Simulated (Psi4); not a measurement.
Internal rotation in SMILES C(=C/C)/F. Scanned: dihedral H5–C1–C2–C3; all other coordinates were relaxed at B3LYP-D3(BJ)/def2-SVP. Heavy atoms are numbered in the order of the SMILES C/C=C\F, hydrogens after them in the order of the atoms that carry them; the mirror image has the same energies with the sign of each dihedral reversed.

Levels: PBE/def2-TZVP // B3LYP-D3(BJ)/def2-SVP (Psi4); PBE-D3(BJ)/def2-TZVP // B3LYP-D3(BJ)/def2-SVP (Psi4); B3LYP-D3(BJ)/def2-TZVP // B3LYP-D3(BJ)/def2-SVP (Psi4); MP2/cc-pVTZ = DF-MP2 (frozen core)/cc-pVTZ // B3LYP-D3(BJ)/def2-SVP run with Psi4.

Energies relative to the lowest point of each profile, in kcal/mol; the last columns give the difference from MP2:

| φ / ° | PBE/def2-TZVP | PBE-D3(BJ)/def2-TZVP | B3LYP-D3(BJ)/def2-TZVP | MP2/cc-pVTZ | PBE/def2-TZVP − MP2/cc-pVTZ | PBE-D3(BJ)/def2-TZVP − MP2/cc-pVTZ | B3LYP-D3(BJ)/def2-TZVP − MP2/cc-pVTZ |
|---|---|---|---|---|---|---|---|
| 0 | 0.00 | 0.00 | 0.00 | 0.00 | 0.00 | 0.00 | 0.00 |
| 10 | 0.07 | 0.07 | 0.07 | 0.07 | 0.00 | 0.00 | 0.00 |
| 20 | 0.26 | 0.25 | 0.26 | 0.26 | 0.00 | -0.01 | 0.00 |
| 30 | 0.53 | 0.52 | 0.53 | 0.54 | -0.01 | -0.01 | -0.01 |
| 40 | 0.81 | 0.80 | 0.80 | 0.82 | -0.01 | -0.02 | -0.02 |
| 50 | 1.01 | 1.01 | 1.01 | 1.04 | -0.03 | -0.04 | -0.04 |
| 60 | 1.10 | 1.09 | 1.09 | 1.12 | -0.02 | -0.03 | -0.02 |
| 70 | 1.00 | 0.99 | 1.00 | 1.04 | -0.04 | -0.05 | -0.04 |
| 80 | 0.79 | 0.78 | 0.79 | 0.81 | -0.02 | -0.03 | -0.02 |
| 90 | 0.52 | 0.51 | 0.52 | 0.53 | -0.01 | -0.01 | -0.01 |
| 100 | 0.26 | 0.26 | 0.26 | 0.26 | 0.00 | -0.01 | 0.00 |
| 110 | 0.07 | 0.07 | 0.07 | 0.07 | 0.00 | 0.00 | 0.00 |

PBE/def2-TZVP is furthest from MP2/cc-pVTZ at 70 (-0.04 kcal/mol, below); its mean absolute difference over the points is 0.01 kcal/mol.

PBE-D3(BJ)/def2-TZVP is furthest from MP2/cc-pVTZ at 70 (-0.05 kcal/mol, below); its mean absolute difference over the points is 0.02 kcal/mol.

B3LYP-D3(BJ)/def2-TZVP is furthest from MP2/cc-pVTZ at 70 (-0.04 kcal/mol, below); its mean absolute difference over the points is 0.01 kcal/mol.
